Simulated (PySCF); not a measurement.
CH11NOSi3, SMILES CO[SiH2][SiH2]N[SiH3].

Geometry optimised at PBE0-D3(BJ)/def2-SVP. This is a generated structure with no PubChem entry under its InChIKey; it may be hypothetical. Other conformers were not sampled.

Two levels are set side by side: TDA-PBE/def2-SVPD (PySCF) and TDA-ωB97X/def2-SVPD (PySCF). Vertical, same geometry. The lowest singlet is HOMO→LUMO 99 % with PBE and HOMO→LUMO 91 % with the other functional; states are paired by order. Differences are taken from unrounded values.

```tsv
quantity	TDA-PBE
lowest singlet excitation (eV)	4.67
lowest triplet excitation (TDA) (eV)	4.37
first bright state (f over 0.05) (eV)	6.13
its oscillator strength	0.12
```

Q: These are the TDA-PBE values. What does TDA-ωB97X give? (The exact figures need the calculation; the answer reports its results.)

A: 
| quantity | TDA-ωB97X | TDA-PBE minus TDA-ωB97X |
|---|---|---|
| lowest singlet excitation (eV) | 5.82 | -1.15 |
| lowest triplet excitation (TDA) (eV) | 5.38 | -1.01 |
| first bright state (f over 0.05) (eV) | 7.60 | -1.47 |
| its oscillator strength | 0.13 | -0.01 |

A lower first singlet is the usual sign of a functional without exact exchange. Differences between two approximate levels are no errors against the true value.

Rough cost on one machine, each run with all the roots and properties that it gave: TDA-ωB97X against TDA-PBE about 5 times.
